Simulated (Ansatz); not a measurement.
BClH₅NOSi, SMILES `NB(Cl)O[SiH3]`. Total charge 0; spin multiplicity 1.

```xyz
10

N     0.368    1.635   -0.366
B    -0.563    0.697   -0.818
Cl   -1.710    1.189   -2.085
O    -0.650   -0.575   -0.352
Si    0.106   -1.523    0.753
H     1.049    1.434    0.346
H     0.405    2.568   -0.733
H     0.672   -2.705    0.062
H    -0.882   -1.950    1.772
H     1.205   -0.771    1.421
```

Question: List the harmonic frequencies (cm⁻¹, unscaled) at PBE0-D4/def2-TZVP in Ansatz. (Best estimate.)

Answer: Ansatz gave: 41, 66, 116, 278, 370, 444, 537, 592, 608, 726, 736, 797, 951, 957, 976, 1013, 1244, 1443, 1627, 2203, 2250, 2252, 3635, 3741.

Question: Is this a minimum?

Answer: Yes, all 24 modes are real.

Question: Give the ideal-gas thermochemistry at 298.15 K and 1 bar (rigid rotor, harmonic oscillator; point group Cs, symmetry number 1).

Answer: Zero-point energy 165.1 kJ/mol; H(298) − E = 186.6 kJ/mol; entropy 361.4 J/(mol·K), of which translation 167.4, rotation 115.4, vibration 78.6; G(298) − E = 78.8 kJ/mol. Modes under 100 cm⁻¹ are hindered rotations or soft bends, so the harmonic entropy is rough.

Question: And at 400, 500, 600, 800 and 1000 K?

Answer: 
| T (K) | H − E (kJ/mol) | S (J/mol/K) | G − E (kJ/mol) |
| --- | --- | --- | --- |
| 400 | 198.7 | 396.2 | 40.2 |
| 500 | 212.4 | 426.7 | -0.9 |
| 600 | 227.5 | 454.2 | -45.0 |
| 800 | 260.9 | 502.1 | -140.8 |
| 1000 | 297.4 | 542.8 | -245.4 |
